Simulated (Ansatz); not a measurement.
Mulliken charges of `N=C=C(F)[SeH]` from ωB97M-V/def2-TZVPP in Ansatz (PBE0-D4/def2-TZVP geometry).

```csv
atom,x (Å),y (Å),z (Å),charge (e)
N1,-0.083,-0.517,1.940,-0.184
C2,-0.159,-0.398,0.730,0.159
C3,-0.143,-0.383,-0.581,-0.025
F4,-1.168,-0.905,-1.284,-0.183
Se5,1.345,0.291,-1.502,0.001
H6,-0.484,0.243,2.489,0.165
H7,0.755,1.601,-1.838,0.067
```

Problem. By hand: the dipole of these point charges (1 e Å = 4.8032 D).

Solution. Σ q r = (0.179, 0.355, 0.295) e Å, of length 0.495 e Å = 2.38 D.

Problem. How does the dipole of the full density compare? (Best estimate.)

Solution. Ansatz gave: (-0.033, 0.439, 0.171) e Å, 2.27 D; the point charges give 1.05 times that, at 31° from its direction.

Point charges leave out the atoms' own dipoles, such as those of lone pairs, and Mulliken's split depends on the basis, so the two needn't agree.
